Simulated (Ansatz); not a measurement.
**F2HNSiSn: structure from calculated spectroscopic constants**

These gas-phase data were calculated for one isomer of F2HNSiSn at B3LYP-D3(BJ)/def2-SVP (harmonic, unscaled wavenumbers; equilibrium rotational constants with average atomic masses):

```
rotational constants            : 6.656, 0.7405, 0.6901 GHz
all wavenumbers above 1500 cm⁻¹ : 2295
dipole moment                   : 5.94 D (PBE0/def2-TZVPD)
```

Candidates:

(1) `F[Si]1(F)[NH][Sn]1`, a singlet
(2) `F[SiH](F)[N]=[Sn]`, a singlet

Question: Assign the data to one candidate and say why.

Answer: Candidate (2). No mode falls between 3250 and 3800 cm⁻¹, where the N–H stretch of (1) would stand.

The same quantities for all candidates:

|  | rotational constants (GHz) | wavenumbers above 1500 cm⁻¹ | dipole (D) | E above the lowest, B3LYP-D3(BJ)/def2-SVP (kcal/mol) |
| --- | --- | --- | --- | --- |
| (1) | 5.356, 1.077, 1.016 | 3557 | 4.15 | 7.4 |
| (2) | 6.656, 0.7405, 0.6901 | 2295 | 5.94 | 0.0 |

Harmonic stretches to hydrogen usually lie a few per cent above observed fundamentals. Each candidate is one conformer. Atoms past krypton carry core potentials. Programs: Ansatz 0.2.0.
